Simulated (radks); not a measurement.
Numerical settings for the sulfur ion S9+, [He] 2s2 2p3. Calculated with a radial shooting solver on a logarithmic mesh with Libxc functionals: Dirac Kohn-Sham, PBE, spin-unpolarised, spherical densities, point nucleus; open shells are shared between the two j in proportion to 2j + 1. The defaults (mesh step 0.008 in ln r, mesh end at 40 bohr or more with all orbitals vanishing there, Anderson mixing 0.5 over 9 steps, residual threshold near 1e-9 with the energy settled to 1e-9 hartree or 1e-11 of itself, here a cap of 71 iterations) give E = -352.0494 hartree and 2p3/2 at -413.86 eV in 13 iterations. Times are rough (one thread of a shared host). Changes against that run (0 stands for a change within the tolerance of the run):

| setting | iterations | converged | E (mhartree) | e(2p3/2) (meV) | CPU (s) |
|---|---|---|---|---|---|
| mesh step in ln r 0.08 | 71 | no | -4.44e+03 | -1.08e+05 | 0.09 |
| mesh step in ln r 0.05 | 13 | yes | -0.000282 | 0 | 0.01 |
| mesh step in ln r 0.02 | 13 | yes | 0 | 0 | 0.02 |
| mesh end (bohr) 400 | 13 | yes | 0 | 0 | 0.05 |
| mesh end (bohr) 12 | 13 | yes | 0 | 0 | 0.05 |
| residual threshold 1e-05 | 8 | yes | 0 | +0.0753 | 0.03 |
| residual threshold 0.1 | 7 | yes | 0 | +0.75 | 0.03 |
| mixing 0.01 | 16 | yes | 0 | 0 | 0.06 |
| linear mixing, mixing 0.8 | 15 | yes | 0 | 0 | 0.05 |
| linear mixing, mixing 1 | 15 | yes | 0 | 0 | 0.05 |
| mixing history 3 | 13 | yes | 0 | 0 | 0.05 |
| iteration cap 2 | 2 | no | +652 | -1.08e+05 | 0.01 |

No run marked as converged misses the energy by more than 1 mhartree. A mesh that ends early acts as a hard wall.
